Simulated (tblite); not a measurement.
Compound: C₇H₉N (charge +1 and doublet state).
Cartesian coordinates in Å at the GFN2-xTB level; atoms count from 1:
```
atom  x, y, z in Å
N1     2.689   -0.634   -0.304
C2     1.702    0.321   -0.602
C3     0.412    0.121    0.134
C4    -0.031   -0.712    1.094
C5    -1.338   -0.010    1.229
C6    -2.424   -0.383    0.239
C7    -1.978    0.383   -0.756
C8    -0.843    0.948    0.045
H9     3.480   -0.379    0.265
H10    2.413   -1.604   -0.266
H11    2.088    1.336   -0.459
H12    1.418    0.232   -1.667
H13    0.376   -1.545    1.633
H14   -1.645    0.334    2.209
H15   -3.280   -1.008    0.407
H16   -2.288    0.586   -1.762
H17   -0.758    2.026    0.132
```

Level: GFN2-xTB in tblite, geometry and Hessian alike; calculated harmonic values, unscaled, isolated species. The method is semi-empirical: single wavenumbers can be off by several per cent or more. One conformer, not necessarily the lowest. Open shells enter through the occupations alone, without spin polarisation, and single modes of such species can be off by tens of per cent.

Harmonic wavenumbers (cm⁻¹): 55.9, 138.9, 183.8, 229.8, 318.9, 379.3, 393.4, 494.1, 518.6, 639.6, 718.2, 756.7, 798.1, 816.0, 828.0, 835.4, 893.7, 929.0, 950.3, 1001.9, 1012.7, 1020.0, 1067.5, 1079.8, 1102.3, 1121.1, 1158.6, 1172.5, 1188.5, 1196.8, 1207.7, 1252.6, 1357.6, 1455.1, 1550.3, 1591.7, 2799.3, 2960.4, 3035.7, 3040.6, 3130.6, 3158.8, 3171.6, 3442.1, 3498.4.

A = 5487, B = 1409, C = 1259 MHz; mass 107.073 u (most abundant isotopes); point group C1, symmetry number 1; spin multiplicity 2.

Problem. Zero-point energy?

Solution. ½Σν̃ = 29826 cm⁻¹ = 356.80 kJ/mol.

Problem. What is S at 298.15 K and 1 bar for an ideal gas of classical rigid rotors and harmonic oscillators?

Solution. Translation 167.14, rotation 116.70, vibration 79.99, spin (R ln 2) 5.76: S = 369.6 J/(mol K).

Problem. And Cp and H(298.15 K) − H(0)?

Solution. Cp = 137.13 J/(mol K), of which vibrations give 103.87 (their classical limit is 45 R = 374.2); H(298.15 K) − H(0) = 23.52 kJ/mol without the zero-point energy, 13.60 from vibrations.

Problem. Which modes carry the vibrational entropy at 298.15 K?

Solution. 55.9 cm⁻¹: 19.23; 138.9 cm⁻¹: 11.79; 183.8 cm⁻¹: 9.58; 229.8 cm⁻¹: 7.87; 318.9 cm⁻¹: 5.51; 379.3 cm⁻¹: 4.36 J/(mol K); the other 39 give 21.65 together.

Problem. How do the functions run with temperature in this model?

Solution. 
```json
{"T (K)": "100", "S (J/(mol K))": "272.1", "Cp (J/(mol K))": "60.1", "H − H(0) (kJ/mol)": "4.49", "G − H(0) (kJ/mol)": "-22.72", "ln q(vib)": "0.87"}
{"T (K)": "200", "S (J/(mol K))": "324.0", "Cp (J/(mol K))": "94.9", "H − H(0) (kJ/mol)": "12.17", "G − H(0) (kJ/mol)": "-52.63", "ln q(vib)": "2.41"}
{"T (K)": "300", "S (J/(mol K))": "370.5", "Cp (J/(mol K))": "137.9", "H − H(0) (kJ/mol)": "23.77", "G − H(0) (kJ/mol)": "-87.36", "ln q(vib)": "4.17"}
{"T (K)": "500", "S (J/(mol K))": "460.0", "Cp (J/(mol K))": "214.2", "H − H(0) (kJ/mol)": "59.47", "G − H(0) (kJ/mol)": "-170.51", "ln q(vib)": "8.12"}
{"T (K)": "800", "S (J/(mol K))": "576.8", "Cp (J/(mol K))": "280.9", "H − H(0) (kJ/mol)": "134.80", "G − H(0) (kJ/mol)": "-326.61", "ln q(vib)": "14.32"}
{"T (K)": "1000", "S (J/(mol K))": "642.6", "Cp (J/(mol K))": "308.4", "H − H(0) (kJ/mol)": "193.88", "G − H(0) (kJ/mol)": "-448.68", "ln q(vib)": "18.29"}
```

q(vib) and H(0) count from the zero-point level.

Problem. What must be added to the electronic energy to get the Gibbs energy at 298.15 K and 1 bar?

Solution. ZPE + [H(298.15 K) − H(0)] − T·S = 356.80 + 23.52 − 110.20 = 270.12 kJ/mol.

Hindered rotation and anharmonicity are outside this model. Other conformers, if any are populated, would add a mixing term that is left out. The structure is chiral; the term R ln 2 for an equal mix with its mirror image is left out.
